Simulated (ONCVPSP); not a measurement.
# I (Z = 53): excitation energies, all-electron against ONCV

ONCVPSP 4.0.1 input, shortened (lines: element, Z, core and valence counts, functional; n l f; lmax; l rc ep ncon nbas qcut; lloc lpopt rc5 dvloc0; l nproj debl; icmod fcfact rcfact), PBE, scalar-relativistic:

```
  I 53.00    6    5        4      upf
    1    0    2.00
    2    0    2.00
    2    1    6.00
    3    0    2.00
    3    1    6.00
    3    2   10.00
    4    0    2.00
    4    1    6.00
    4    2   10.00
    5    0    2.00
    5    1    5.00
    2
    0    1.00    0.00    4    9   11.30
    1    1.55    0.00    3    6    9.10
    2    1.05    0.00    3    8   12.00
    4    5    0.65    1.00
    0    3    3.50
    1    2    2.60
    2    2    2.70
    1    0.15    0.00
```

Energies are relative to the spin-unpolarised reference configuration 4s2 4p6 4d10 5s2 5p5; without spin polarisation the order of configurations can differ from experiment.

| valence configuration | charge | ΔE all-electron (eV) | error AE − PS (meV) |
| --- | --- | --- | --- |
| 4s2 4p6 4d10 5s2 5p4 | +1 | 11.131 | -2.8 |
| 4s2 4p6 4d10 5s2 5p3 | +2 | 30.978 | -8.5 |
| 4s2 4p6 4d10 5s2 5p2 | +3 | 60.307 | -18 |

Q: What are ΔE and the potential's error for 4s2 4p5 4d10 5s2 5p5?

A: ΔE = 136.399 eV all-electron; the error (AE − PS) is -148 meV.
